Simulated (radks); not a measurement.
Q: V4+, configuration [Ar] 4s1 (not the ground configuration). Calculated with a radial shooting solver on a logarithmic mesh with Libxc functionals: Dirac Kohn-Sham, LDA (Slater exchange, Perdew-Wang correlation), spin-unpolarised, spherical densities, finite nucleus; Fermi nuclear charge, rms radius 3.6002 fm. Some entries of the table are withheld. Estimate them.

orbital,occ.,eigenvalue (eV),<r^2> (bohr^2),<r> (bohr)
1s1/2,2,-5415.984,0.005960,0.06657
2s1/2,2,(1),0.1128,0.3088
2p1/2,2,-575.7913,0.09165,0.2726
2p3/2,4,-568.7236,0.09338,0.2753
3s1/2,2,-131.2903,0.9512,0.9107
3p1/2,2,-105.1257,1.040,(2)
3p3/2,4,-104.1586,1.055,(3)
3d3/2,0,-63.2795,1.268,1.023
3d5/2,0,-63.1683,1.273,1.025
4s1/2,1,-42.4747,5.580,2.229
4p1/2,0,-35.4141,6.689,2.436
4p3/2,0,-35.2334,6.751,2.447

A: 
(1) 2s1/2 eigenvalue (eV): -669.5401
(2) 3p1/2 <r> (bohr): 0.9449
(3) 3p3/2 <r> (bohr): 0.9515
